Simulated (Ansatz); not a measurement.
Gas-phase electronic energies from Ansatz, PBE0-D4/def2-TZVP geometries. CCSD(T)/CBS adds triple-zeta CCSD(T) − MP2 to the extrapolated MP2 energy (def2 sets, frozen cores). DFT in def2-TZVPP. One conformer a species, not always the lowest.

`C=C([SiH3])[O][AlH][F]` + `C=NCS` → `C=NCS[SiH3]` + `C=C[O][AlH][F]`  (ligand exchange at the Si–C bond)

| level | ΔE (kcal/mol) | difference from CCSD(T)/CBS |
| --- | --- | --- |
| ωB97X-V | -15.6 | 0.3 |
| ωB97M-V | -15.8 | 0.1 |
| B2PLYP | -15.8 | 0.1 |
| PBE | -15.7 | 0.2 |
| HF/def2-TZVPP | -16.3 | -0.4 |
| CCSD/def2-TZVPP | -15.5 | 0.4 |
| CCSD(T)/def2-TZVPP | -15.5 | 0.4 |
| HF/def2-QZVPP | -16.3 | -0.4 |
| MP2/CBS(def2) | -17.1 | -1.2 |
| CCSD/CBS(def2) | -15.9 | 0.0 |
| CCSD(T)/CBS | -15.9 | 0 |

Largest T1 diagnostic among the species: 0.013.
